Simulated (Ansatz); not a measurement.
Relaxation of C$_{2}$H$_{7}$GaSi (11 atoms, charge 0, multiplicity 1), to a largest force component of 0.015 eV/Å in at most 40 steps.

Computed with RKS PBE0/def2-SVP in Ansatz 0.2.0.

```xyz
11
Properties=species:S:1:pos:R:3
Si 2.849 -1.008 2.133
Ga 1.991 -1.787 1.011
C -0.412 -1.399 1.045
C 0.824 -1.077 0.094
H 2.070 0.018 2.904
H 2.442 -2.357 2.597
H 4.299 -0.843 2.518
H -1.304 -1.403 0.502
H -0.421 -0.607 1.893
H 0.561 -0.136 -0.397
H 0.969 -1.883 -0.566
```

Q: Where does it end, and by what steps?

A: It converged. After 18 steps the energy has fallen by 13.476 eV; H6 moved furthest, 1.30 Å. The start is strongly strained (largest force component 21 eV/Å), so its close contacts needn't be bonds. Parted: Ga2–H6, Ga2–H11.

```csv
step,energy less start (eV),largest force component (eV/Å),accepted
0,0.0000,21.215,yes
1,-7.0076,6.012,yes
2,-9.7162,1.878,yes
3,-10.9552,1.431,yes
4,-11.7784,1.295,yes
5,-12.3826,0.940,yes
6,-12.8120,0.490,yes
7,-13.0999,0.343,yes
8,-13.2442,0.439,yes
9,-13.3279,0.368,yes
10,-13.4038,0.232,yes
11,-13.4525,0.107,yes
12,-13.4659,0.258,yes
13,-13.4655,0.337,no
14,-13.4735,0.170,yes
15,-13.4718,0.152,no
16,-13.4753,0.045,yes
17,-13.4758,0.023,yes
18,-13.4759,0.002,yes
```

```xyz
11
Properties=species:S:1:pos:R:3
Si 3.154 -1.191 2.851
Ga 1.377 -1.154 1.293
C -0.497 -1.276 0.729
C 0.465 -0.936 -0.427
H 3.054 0.059 3.668
H 3.029 -2.369 3.763
H 4.499 -1.229 2.202
H -0.986 -2.258 0.694
H -1.202 -0.492 1.032
H 0.376 0.065 -0.868
H 0.597 -1.701 -1.203
```

The run took 79 s on 2 threads of Arm Neoverse V1 (shared host), peak memory 0.28 GiB.
